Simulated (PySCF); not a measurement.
PySCF input (BP86/6-31G* (5d)):

```python
from pyscf import gto, dft

mol = gto.M(
    atom='''
    C     1.55095800   -0.79262200    0.50749700
    Si   -0.01993100    0.03585600   -0.21982500
    C    -1.45430000   -0.74559000    0.78764200
    O    -0.16519300   -0.04270300   -1.76493600
    O     0.06263200    1.63131300    0.39801500
    H     1.56898100   -1.86125300    0.27059000
    H     2.44461600   -0.34082700    0.06632600
    H     1.62613800   -0.69273900    1.59795900
    H    -2.39963700   -0.26501500    0.51790000
    H    -1.54893200   -1.81245900    0.56123700
    H    -1.32354800   -0.64657700    1.87292400
    H     0.15194800    1.63728300    1.35515300
    ''',
    basis='6-31g*',
    charge=-1,
    spin=0,
    verbose=4,
)

mf = dft.RKS(mol, xc='bp86')
mf.grids.level = 3
mf.conv_tol = 1e-9
mf.max_cycle = 100
mf.max_memory = 1500
mf.kernel()
if not mf.converged:
    mf = mf.newton()
    mf.kernel(mf.make_rdm1())
mf.dip_moment()
```

From the output:

```
basis = 6-31g*
ecp = {}

******** <class 'pyscf.dft.rks.RKS'> ********
method = RKS
initial guess = minao
damping factor = 0
level_shift factor = 0
DIIS = <class 'pyscf.scf.diis.CDIIS'>
diis_start_cycle = 1
diis_space = 8
diis_damp = 0
SCF conv_tol = 1e-09
SCF conv_tol_grad = None
SCF max_cycles = 100
direct_scf = True
direct_scf_tol = 1e-13
XC library pyscf.dft.libxc version 7.1.2
    S. Lehtola, C. Steigemann, M. J. T. Oliveira, and M. A. L. Marques,  SoftwareX 7, 1–5 (2018)
XC functionals = bp86
    A. D. Becke,  Phys. Rev. A 38, 3098 (1988)
    J. P. Perdew,  Phys. Rev. B 33, 8822 (1986)
    J. P. Perdew,  Phys. Rev. B 34, 7406–7406 (1986)
radial grids:
    Treutler-Ahlrichs [JCP 102, 346 (1995); DOI:10.1063/1.469408] (M4) radial grids

becke partition: Becke, JCP 88, 2547 (1988); DOI:10.1063/1.454033
pruning grids: <function nwchem_prune>
grids dens level: 3
symmetrized grids: False
atomic radii adjust function: <function treutler_atomic_radii_adjust>
small_rho_cutoff = 0
Set gradient conv threshold to 3.16228e-05
Initial guess from minao.
tot grids = 144240
init E= -520.527998838042
  HOMO = -0.339365845516985  LUMO = -0.0297207370258534  gap/eV = 8.42587
cycle= 1 E= -520.027109056545  delta_E= 0.501  |g|= 1.43  |ddm|= 3.08

WARN: HOMO 0.269395813706462 == LUMO 0.270079614691749

cycle= 2 E= -514.885059407934  delta_E= 5.14  |g|= 4.11  |ddm|= 15.7
  HOMO = 0.0618999653123717  LUMO = 0.234960408829228  gap/eV = 4.70921
cycle= 3 E= -520.205532685876  delta_E= -5.32  |g|= 1.05  |ddm|= 15.5
  HOMO = 0.0468863282475072  LUMO = 0.198866070714805  gap/eV = 4.13558
cycle= 4 E= -520.420015512791  delta_E= -0.214  |g|= 0.534  |ddm|= 1.51
  HOMO = 0.0432630829110829  LUMO = 0.201003947268213  gap/eV = 4.29235
cycle= 5 E= -520.468602910701  delta_E= -0.0486  |g|= 0.141  |ddm|= 0.425
  HOMO = 0.0389356895540942  LUMO = 0.203696635200049  gap/eV = 4.48337
cycle= 6 E= -520.472793887187  delta_E= -0.00419  |g|= 0.0642  |ddm|= 0.166
  HOMO = 0.0313331119800386  LUMO = 0.204547132582447  gap/eV = 4.71339
cycle= 7 E= -520.473675439679  delta_E= -0.000882  |g|= 0.0236  |ddm|= 0.0738
  HOMO = 0.0301011026458737  LUMO = 0.204550718168898  gap/eV = 4.74702
cycle= 8 E= -520.473793230276  delta_E= -0.000118  |g|= 0.0034  |ddm|= 0.0239
  HOMO = 0.029634227746528  LUMO = 0.204357862004648  gap/eV = 4.75447
cycle= 9 E= -520.47379559821  delta_E= -2.37e-06  |g|= 0.000754  |ddm|= 0.00415
  HOMO = 0.0296609466823168  LUMO = 0.204409114671295  gap/eV = 4.75514
cycle= 10 E= -520.473795755974  delta_E= -1.58e-07  |g|= 0.00017  |ddm|= 0.00111
  HOMO = 0.0296711341659401  LUMO = 0.204407590390085  gap/eV = 4.75482
cycle= 11 E= -520.473795762468  delta_E= -6.49e-09  |g|= 1.71e-05  |ddm|= 0.000194
  HOMO = 0.0296701057163533  LUMO = 0.204408016558329  gap/eV = 4.75486
cycle= 12 E= -520.473795762543  delta_E= -7.53e-11  |g|= 1.89e-06  |ddm|= 2.35e-05
  HOMO = 0.0296703199596497  LUMO = 0.204408009089811  gap/eV = 4.75485
Extra cycle  E= -520.47379576254  delta_E= 3.07e-12  |g|= 2.37e-06  |ddm|= 4.49e-06
converged SCF energy = -520.47379576254

WARN: System has nonzero charge -1; the dipole moment is origin-dependent.
Location of origin: [0. 0. 0.]

Dipole moment(X, Y, Z, Debye):  0.47207, -0.76765,  5.19286
```

The dipole moment of an ion depends on the origin.

The geometry given is a B3LYP-D3(BJ)/def2-TZVP minimum.
